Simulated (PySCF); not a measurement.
# What a mistake does to a calculation on BH5OSi2

These are calculations, not measurements. The program is PySCF 2.14.0, an open-source quantum chemistry code, run on an isolated molecule that a program drew, which may never have been made. The molecule is BH5OSi2 (charge 0, singlet), drawn as the SMILES string `O[Si]B[SiH3]`.

Each row is a Hartree-Fock (HF) and frozen-core CCSD(T) single point in the cc-pV(D+d)Z basis, meant for a local HF minimum. Run 1 is clean. Each other run has one planted mistake out of seven kinds, and not every kind appears here: one electron removed, one electron added, multiplicity raised by two, geometry at a saddle point, minimal basis STO-3G, one bond length entered in bohr, all coordinates scaled. The reference is restricted for singlets and unrestricted otherwise, and also for a bond in bohr. Adding or removing an electron swaps singlet and doublet. Electrons count all cores. HOMO and LUMO are orbital energies over both spins, the gradient is its largest component, and the lowest frequency (negative if imaginary) is given only where the gradient is small. Bond lengths are over the 8 bonds as drawn. T1 is the CCSD diagnostic: over 0.02 (restricted) or 0.045 (unrestricted) a single reference is doubtful.

Geometry of the clean run:
```xyz
9
BH5OSi2, angstrom
O    -1.7330    1.4043    2.6821
Si   -0.9016    0.2399    1.8384
B     1.0620    0.5628    2.3845
Si    2.4094    1.7614    1.4206
H    -1.3053    2.0188    3.2593
H     1.5131   -0.0750    3.3045
H     1.8981    2.3237    0.1450
H     3.6787    1.0481    1.1315
H     2.7040    2.9010    2.3317
```

```
run,electrons,basis functions,<S^2>,HOMO (eV),LUMO (eV),gradient (hartree/bohr),lowest frequency (cm^-1),mean bond (Å),longest bond (Å),T1,HF (hartree),CCSD(T) (hartree),mistake
1,46,99,0.000,-8.24,0.74,1.6e-05,50,1.5474,2.064,0.0183,-680.28447,-680.80608,no fault
2,46,33,0.000,-5.41,6.46,3.9e-02,-,1.5474,2.064,0.0213,-672.25319,-672.45202,minimal basis STO-3G
3,46,99,2.041,-7.33,-0.25,2.9e-02,-,1.5474,2.064,0.0219,-680.24350,-680.75709,multiplicity raised by two
4,46,99,0.000,-8.35,0.72,2.8e-02,-,1.5969,2.130,0.0187,-680.27722,-680.80239,?
5,46,99,1.013,-8.40,0.26,7.7e-03,-,1.7129,2.813,0.0523,-680.18042,-680.69010,?
```

**Which mistake was planted in run 4, and what did it cost?**

The mean and the longest bond both change by the same factor, 1.032, and the gradient is no longer small. So the mistake is: all coordinates scaled. Subtracting run 1 and multiplying by 627.51 kcal/mol a hartree, the energy moved by 4.5 kcal/mol in HF and 2.3 kcal/mol in CCSD(T).

**Which mistake was planted in run 5, and what did it cost?**

The mean bond changes by a factor of 1.107 and the longest by 1.363, so the molecule wasn't scaled as a whole. A length L in bohr read as angstrom grows by (1/0.5292 - 1) L = 0.890 L. The 8 bonds together grew by 8 x 0.1655 = 1.324 Å, which gives L = 1.488 Å. That is the length of one of the H-Si bonds, 1.488 Å in the clean geometry. So the mistake is: one bond length entered in bohr. Subtracting run 1 and multiplying by 627.51 kcal/mol a hartree, the energy moved by 65.3 kcal/mol in HF and 72.8 kcal/mol in CCSD(T).

Cautions from the logs. Run 2: T1 is over the limit, so its CCSD(T) energy is less reliable; run 5: T1 is over the limit, so its CCSD(T) energy is less reliable.
